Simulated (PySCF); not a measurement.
Isomers of C6H11NS, one GFN2-xTB conformer each. Single-point energies are computed at PBE0/pcSseg-1 (PySCF, gas phase, no added dispersion term), electronic only.

| SMILES | GFN2-xTB relative energy (kJ/mol) |
| --- | --- |
| CC(=S)NC1CCC1 | 0.0 |
| C/N=C/[C@H]1CCCS1 | 14.0 |
| C[C@@]1(CN)CCC1=S | 80.9 |
| C=CCC(=S)N(C)C | 56.8 |

Conformers: `[CH3:1][C:2](=[S:3])[NH:4][CH:5]1[CH2:6][CH2:7][CH2:8]1` with C1–C2–N4–C5 4°, C2–N4–C5–C6 101°, N4–C5–C6–C7 128°, C5–C6–C7–C8 -10°, C6–C7–C8–C5 10°, N4–C5–C8–C7 -129°; `[CH3:1]/[N:2]=[CH:3]/[C@H:4]1[CH2:5][CH2:6][CH2:7][S:8]1` with N2–C3–C4–C5 0°, C3–C4–C5–C6 79°, C4–C5–C6–C7 50°, C5–C6–C7–S8 -38°, C6–C7–S8–C4 14°; `[CH3:1][C@@:2]1([CH2:3][NH2:4])[CH2:5][CH2:6][C:7]1=[S:8]` with C1–C2–C3–N4 -60°, C2–C3–N4–H -58° and 62°; `[CH2:1]=[CH:2][CH2:3][C:4](=[S:5])[N:6]([CH3:7])[CH3:8]` with C1–C2–C3–C4 133°, C2–C3–C4–S5 101°, C3–C4–N6–C7 0°.

Task: What does PBE0/pcSseg-1 give for the same structures?

Result: 
| SMILES | PBE0/pcSseg-1 E (Eh) | PBE0/pcSseg-1 (kJ/mol) | GFN2-xTB (kJ/mol) | point group |
| --- | --- | --- | --- | --- |
| C/N=C/[C@H]1CCCS1 | -687.64584 | 0.0 | 14.0 | C1 |
| CC(=S)NC1CCC1 | -687.64115 | 12.3 | 0.0 | C1 |
| C=CCC(=S)N(C)C | -687.62743 | 48.3 | 56.8 | C1 |
| C[C@@]1(CN)CCC1=S | -687.62368 | 58.2 | 80.9 | C1 |

GFN2-xTB puts CC(=S)NC1CCC1 lowest instead; measured from each level's own lowest isomer, the values differ by up to 22.7 kJ/mol (C[C@@]1(CN)CCC1=S: 80.9 against 58.2). As drawn, the lowest has a C=N bond, which the highest lacks; the highest has a four-membered ring, an N–H bond and a C=S bond, which the lowest lacks. Neighbours under 10 kJ/mol apart (C=CCC(=S)N(C)C and C[C@@]1(CN)CCC1=S) can change places with a better method, another conformer or zero-point energy.

Task: Which frontier levels, dipoles and rotational constants go with these structures?

Result: 
```csv
SMILES,"HOMO (eV, PBE0/pcSseg-1)",LUMO (eV),dipole (D),"A, B, C (MHz)"
C/N=C/[C@H]1CCCS1,-6.28,-0.07,1.04,"2991, 1165, 1032"
CC(=S)NC1CCC1,-5.83,-0.65,5.22,"4121, 821.8, 765.0"
C=CCC(=S)N(C)C,-5.78,-0.71,4.83,"2239, 1324, 900.5"
C[C@@]1(CN)CCC1=S,-6.22,-2.03,2.79,"1925, 1684, 1203"
```
